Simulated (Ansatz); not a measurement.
Program: Ansatz. Geometries: PBE0-D4/def2-TZVP. ΔE: electronic, gas phase. CCSD(T)/CBS adds triple-zeta CCSD(T) − MP2 to the extrapolated MP2 energy (def2 sets, frozen cores). Functionals use def2-TZVPP. For Ge outer-core shells are correlated without core-valence functions, which leaves a few kJ/mol of doubt a bond. Scalar relativity is left out up to krypton.

Reaction (redistribution): `[Cl][Ge]([Cl])([Cl])[Cl]` + `N#C[SiH](F)Cl` → `N#[C][Ge]([Cl])([Cl])[Cl]` + `F[SiH](Cl)Cl`

**Question.** Is it downhill or uphill in electronic energy at CCSD(T)/CBS, and by how much? (Best estimate.)

**Answer.** Ansatz gave: Downhill: ΔE = -7.5 kJ/mol.

**Question.** What do these levels give: r2SCANh-D4, BHLYP-D4, ωB97M-V, B2PLYP, revPBE, r2SCANh, BHLYP, CAM-B3LYP, RPA@PBE/def2-TZVPP, HF/def2-QZVPP, SCS-MP2/def2-QZVPP, CCSD/CBS(def2)? (Best estimate.)

**Answer.** Computed: r2SCANh-D4 -5.5, BHLYP-D4 -2.9, ωB97M-V -6.6, B2PLYP -5.4, revPBE -4.2, r2SCANh -5.4, BHLYP -3.5, CAM-B3LYP -4.9, RPA@PBE/def2-TZVPP -8.6, HF/def2-QZVPP -2.8, SCS-MP2/def2-QZVPP -7.8, CCSD/CBS(def2) -7.2 kJ/mol.

Largest T1 diagnostic among the species: 0.012.

Leaving LDA and LC-ωPBE aside and taking each functional with its dispersion term where it has one, the values, not all of them listed here, spread over 7.2 kJ/mol, from PBE-QIDH to BLYP-D4. In def2-TZVPP, CCSD(T) changes the Hartree–Fock value by −6.1 kJ/mol (the triples alone add −0.4 kJ/mol) and MP2 by −6.9 kJ/mol.
